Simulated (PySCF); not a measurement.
Cd(Br)(Et) (C2H5BrCd), SMILES [CH2]([Cd][Br])C.

The structure is a stationary point at B3LYP-D3(BJ)/def2-SVP. The structure was generated by enumeration; whether it is a known compound was not checked. The def2 effective core potentials stand for the cores of Cd; spin–orbit coupling is left out. Other conformers were not sampled.

Two levels are set side by side: TDA-PBE/def2-SVPD (PySCF) and TDA-CAM-B3LYP/def2-SVPD (PySCF). Vertical, same geometry. The lowest singlet is HOMO→LUMO 100 % with PBE and HOMO−1→LUMO 94 % with the other functional; states are paired by order. Differences are taken from unrounded values.

```json
[
 {"quantity": "lowest singlet excitation (eV)", "TDA-CAM-B3LYP": "5.68"},
 {"quantity": "lowest triplet excitation (TDA) (eV)", "TDA-CAM-B3LYP": "4.62"},
 {"quantity": "first bright state (f over 0.05) (eV)", "TDA-CAM-B3LYP": "6.04"},
 {"quantity": "its oscillator strength", "TDA-CAM-B3LYP": "0.08"}
]
```

Problem. What does TDA-PBE give, and how far is it from TDA-CAM-B3LYP? (Estimate from the structure and the level; the computed values follow.)

Solution. 
| quantity | TDA-PBE | TDA-PBE minus TDA-CAM-B3LYP |
|---|---|---|
| lowest singlet excitation (eV) | 4.83 | -0.85 |
| lowest triplet excitation (TDA) (eV) | 4.33 | -0.29 |
| first bright state (f over 0.05) (eV) | 5.56 | -0.48 |
| its oscillator strength | 0.07 | -0.01 |

A lower first singlet is the usual sign of a functional without exact exchange. Differences between two approximate levels are no errors against the true value.

Rough cost on one machine, each run with all the roots and properties that it gave: TDA-CAM-B3LYP against TDA-PBE about 4 times.
